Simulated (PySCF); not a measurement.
Isomers of C7H11OP, mass 142.055 u with the commonest isotopes. The calculation used PBE0/pcSseg-1 in PySCF (dipole) on a GFN2-xTB geometry, gas phase. One conformer each, none proved a minimum here; rigid rotors.

Problem. Order these by out-of-plane moment Σ m c² = (Ia + Ib − Ic)/2, largest first.
A. `[CH2:1]=[CH:2][C@@H:3]1[CH2:4][P@:5]1(=[O:6])[C:7](=[CH2:8])[CH3:9]` with C1–C2–C3–C4 -160°, C4–P5–C7–C8 151°
B. `CC(C)(C)c1cpco1`
C. `[CH2:1]=[CH:2][C:3]1=[C:4]([CH3:5])[CH2:6][P@H:7](=[O:8])[CH2:9]1` with C1–C2–C3–C4 171°, C3–C4–C6–P7 -20°, C4–C6–P7–O8 152°, C6–P7–C9–C3 -25°, C2–C3–C9–P7 -163°

Solution. A (67.65 u·Å²), B (55.18 u·Å²), C (12.76 u·Å²).

Problem. Order these by rotational constant C, largest first.
A. `[CH2:1]=[CH:2][C:3]1=[C:4]([CH3:5])[CH2:6][P@H:7](=[O:8])[CH2:9]1` with C1–C2–C3–C4 171°, C3–C4–C6–P7 -20°, C4–C6–P7–O8 152°, C6–P7–C9–C3 -25°, C2–C3–C9–P7 -163°
B. `CC(C)(C)c1cpco1`
C. `[CH2:1]=[CH:2][C@@H:3]1[CH2:4][P@:5]1(=[O:6])[C:7](=[CH2:8])[CH3:9]` with C1–C2–C3–C4 -160°, C4–P5–C7–C8 151°
D. `[CH3:1][c:2]1[o:3][c:4]([CH:5]([CH3:6])[CH3:7])[cH:8][p:9]1` with O3–C4–C5–C6 -115°

Solution. C (853.8 MHz), B (835.3 MHz), D (766.3 MHz), A (729.4 MHz).

Problem. Order these by rotational constant B, smallest first.
A. `[CH2:1]=[CH:2][C@@H:3]1[CH2:4][P@:5]1(=[O:6])[C:7](=[CH2:8])[CH3:9]` with C1–C2–C3–C4 -160°, C4–P5–C7–C8 151°
B. `[CH3:1][c:2]1[o:3][c:4]([CH:5]([CH3:6])[CH3:7])[cH:8][p:9]1` with O3–C4–C5–C6 -115°
C. `[CH2:1]=[CH:2][C:3]1=[C:4]([CH3:5])[CH2:6][P@H:7](=[O:8])[CH2:9]1` with C1–C2–C3–C4 171°, C3–C4–C6–P7 -20°, C4–C6–P7–O8 152°, C6–P7–C9–C3 -25°, C2–C3–C9–P7 -163°
D. `CC(C)(C)c1cpco1`

Solution. B (867.9 MHz), D (937.2 MHz), C (1047 MHz), A (1091 MHz).

| SMILES | point group | Ia (u·Å²) | Ib (u·Å²) | Ic (u·Å²) | κ | μa (D) | μb (D) | μc (D) |
| --- | --- | --- | --- | --- | --- | --- | --- | --- |
| C=CC1=C(C)C[P@H](=O)C1 | C1 | 235.81 | 482.59 | 692.89 | -0.55 | 3.77 | 1.88 | 0.93 |
| CC(C)(C)c1cpco1 | near Cs | 176.21 | 539.22 | 605.06 | -0.90 | 1.86 | 0.16 | 0.01 |
| Cc1oc(C(C)C)cp1 | near Cs | 187.69 | 582.29 | 659.47 | -0.89 | 1.23 | 1.20 | 0.05 |
| C=C[C@@H]1C[P@]1(=O)C(=C)C | C1 | 263.89 | 463.30 | 591.89 | -0.55 | 0.99 | 3.50 | 1.53 |
